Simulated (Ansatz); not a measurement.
Gas-phase electronic energies from Ansatz, PBE0-D4/def2-TZVP geometries. CCSD(T)/CBS is the MP2 limit (def2-TZVPP, def2-QZVPP) plus CCSD(T) − MP2 in def2-TZVPP, frozen cores. This one scheme is used for every species. Functionals use def2-TZVPP. Each species was taken in one conformer, which may not be the lowest.

Consider the formal hydrolysis of the Si–C bond: `C=C[SiH](F)C#N` + H₂O → `C=C[SiH](O)F` + `C#N`.

| level | ΔE (kJ/mol) |
| --- | --- |
| r2SCANh-D4 | -74.3 |
| ωB97M-V | -75.1 |

Q: What does CCSD(T)/CBS give? (Best estimate.)

A: The calculation gave: -71.5 kJ/mol. The listed levels differ from it by -2.8, -3.6 kJ/mol.

Largest T1 diagnostic among the species: 0.014.

From BLYP to BHLYP (50 % exact exchange), in def2-TZVPP and without D4, ΔE moves by −6.5 kJ/mol. In def2-TZVPP, CCSD(T) changes the Hartree–Fock value by +8.6 kJ/mol (the triples alone add +1.7 kJ/mol) and MP2 by +9.7 kJ/mol.

CCSD(T)/CBS has its own doubt, a few kJ/mol and more with outer-core shells, so smaller differences from it don't rank the levels.
